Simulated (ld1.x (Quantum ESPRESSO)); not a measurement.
**rhenium: excitation energies, all-electron against PAW**

```json
{
 "Element": "rhenium",
 "Generator": "ld1.x (Quantum ESPRESSO) 7.5",
 "Type": "PAW",
 "Functional": "Wu–Cohen",
 "Relativity": "fully relativistic",
 "Frozen core": "[Xe]",
 "Valence charge": "21",
 "Reference configuration": "4f13 5d6 6s2 6p0",
 "Partial waves": "6s (bound): rcut 1.90, rcutus 2.60 bohr; 6s channel at 1.5 Ry: rcut 1.90, rcutus 2.60 bohr; 6p (bound, empty): rcut 2.40, rcutus 2.75 bohr; 6p channel at 1.95 Ry: rcut 2.40, rcutus 2.75 bohr; 5d (bound): rcut 1.40, rcutus 1.60 bohr; 5d channel at 4.1 Ry: rcut 1.40, rcutus 1.60 bohr; 4f (bound): rcut 0.90, rcutus 1.00 bohr; 4f channel at -3.15 Ry: rcut 0.90, rcutus 1.00 bohr",
 "Local potential": "all-electron potential smoothed inside 2.45 bohr (lloc = -2)",
 "Core correction": "a·sin(br)/r model core, default radius (ld1.x builds one for every PAW set, though the input has nlcc=.false.)",
 "Augmentation charge": "PSQ, inside the norm-conserving radii"
}
```

Open shells are filled in proportion to 2j + 1 (rel_dist='average').

Energies are relative to the spin-unpolarised reference configuration 4f13 5d6 6s2 6p0; without spin polarisation the order of configurations can differ from experiment.

```
valence configuration  charge  ΔE all-electron (eV)  error AE − PS (meV)
     4f14 5d5 6s1 6p0      +1               -31.660                -1650
     4f14 5d5 6s0 6p0      +2               -15.307                -1672
     4f13 5d5 6s2 6p0      +1                11.235                  -32
     4f14 5d4 6s0 6p0      +3                11.849                -1411
     4f14 5d6 6s0 6p0      +1               -31.518                -1894
     4f14 5d6 6s1 6p0       0               -40.017                -1804
```

What are ΔE and the potential's error for 4f14 5d5 6s2 6p0?

ΔE = -40.975 eV all-electron; the error (AE − PS) is -1612 meV.

These tests converged, but a pseudo level misses the all-electron one widely, so the file describes the atom poorly there or has found another state: 4f14 5d5 6s2 6p0: 4f by 3.3 eV (a node warning on the way); 4f14 5d6 6s0 6p0: 4f by 3.6 eV; 4f14 5d6 6s1 6p0: 4f by 3.5 eV.

The ghost test of this file was not conclusive.
